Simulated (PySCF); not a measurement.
A structure optimised at B3LYP-D3(BJ)/def2-SVP, used in a PySCF frequency run:

```xyz
18

Si    -3.2489     0.4713     0.1624
Cl    -4.1966    -0.6622    -1.3101
C     -1.3985     0.2146     0.0803
C     -0.5944     1.0276    -0.7384
C      0.7825     0.8179    -0.8217
C      1.4001    -0.2101    -0.0871
C      0.5959    -1.0234     0.7314
C     -0.7809    -0.8136     0.8147
Si     3.2508    -0.4651    -0.1668
Cl     4.1927     0.6505     1.3229
H     -3.5778     1.8986    -0.0886
H     -3.7680     0.0209     1.4800
H     -1.0473     1.8357    -1.3202
H      1.3829     1.4652    -1.4674
H      1.0487    -1.8314     1.3132
H     -1.3812    -1.4609     1.4606
H      3.5804    -1.8950     0.0679
H      3.7735     0.0016    -1.4773
```
Charge 0, spin multiplicity 1.

**Question.** Write its SMILES and formula.

**Answer.** Cl[SiH2]c1ccc([SiH2]Cl)cc1, C6H8Cl2Si2

**Question.** What are its rotational constants (standard atomic weights)?

**Answer.** 2.4961, 0.23689, 0.23550 GHz
